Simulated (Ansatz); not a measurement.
Species: CH6Si with one electron removed (charge 1, multiplicity 2), formula CH₆Si.

Q: How many basis functions does frozen-core CCSD(T)/def2-TZVPP // B3LYP-D3(BJ)/def2-TZVP in Ansatz (a first-principles code) use, how many core orbitals are frozen, and how many electrons are correlated?

A: 157 basis functions and 6 frozen orbitals, which leaves 13 correlated electrons. Core time is of the order of seconds.
